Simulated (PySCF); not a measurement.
How methods differ on the ionisation energy of Ag

Ag [Kr] 4d10 5s1 (2S) → Ag⁺ [Kr] 4d10 (1S), as a difference of total energies. Computed with PySCF 2.14 in x2c-QZVPPall with one added diffuse shell each of s, p, d, f, g type (14s9p8d5f3g, 143 functions), with the spin-free X2C one-electron Hamiltonian (Gaussian nucleus). The calculations carry no spin-orbit coupling.

```json
{"method": "UHF", "ionisation energy (eV)": "6.355", "error (eV)": "-1.221"}
{"method": "r2SCANh", "ionisation energy (eV)": "7.704", "error (eV)": "+0.128"}
{"method": "BLYP", "ionisation energy (eV)": "7.998", "error (eV)": "+0.422"}
{"method": "M06-2X", "ionisation energy (eV)": "7.409", "error (eV)": "-0.167"}
```

Reference: 7.576 eV (measured; NIST Atomic Spectra Database, ionization energies).
